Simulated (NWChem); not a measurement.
Species: HSe₂Cl; SMILES Cl[Se][SeH]

```xyz
4

Se     0.7442     0.5540     0.0070
Cl    -0.9318     1.9922     0.0109
Se    -0.2659    -1.5015     0.0297
H     -0.4216    -1.6525    -1.4336
```
Atoms are numbered in this order, from 1.

Coordinates come from a PBE0/def2-SVP optimisation.

List the 4 lowest vertical singlet excitations from PBE0/def2-SVPD, TDA (NWChem).


| state | energy (eV) | oscillator strength | leading excitation (squared amplitude) |
|---|---|---|---|
| S1 | 3.02 | 0.001 | HOMO → LUMO (0.98) |
| S2 | 3.82 | 0.001 | HOMO → LUMO+1 (0.96) |
| S3 | 4.23 | 0.035 | HOMO−1 → LUMO (0.76) |
| S4 | 4.71 | 0.025 | HOMO−1 → LUMO+1 (0.77) |
